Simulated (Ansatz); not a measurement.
Mulliken charges of `[NH2][SnH2][Cl]` from PBE/def2-TZVPP in Ansatz (PBE0-D4/def2-TZVP geometry).

| atom | x (Å) | y (Å) | z (Å) | charge (e) |
| --- | --- | --- | --- | --- |
| N1 | -0.973 | -0.020 | -0.835 | -0.524 |
| Sn2 | 0.562 | 0.041 | 0.449 | 0.816 |
| Cl3 | 0.846 | -2.134 | 1.251 | -0.377 |
| H4 | -1.803 | 0.485 | -0.566 | 0.150 |
| H5 | -0.756 | 0.165 | -1.803 | 0.150 |
| H6 | 0.173 | 0.977 | 1.815 | -0.108 |
| H7 | 2.012 | 0.417 | -0.356 | -0.108 |

Question: By hand: the dipole of these point charges (1 e Å = 4.8032 D).

Answer: Σ q r = (0.030, 0.795, -0.181) e Å, of length 0.816 e Å = 3.92 D.

Question: How does the dipole of the full density compare? (An estimate is asked.)

Answer: Computed: (-0.111, 0.654, -0.263) e Å, 3.43 D; the point charges give 1.14 times that, at 14° from its direction.

Point charges leave out the atoms' own dipoles, such as those of lone pairs, and Mulliken's split depends on the basis, so the close match here is no proof of good charges.
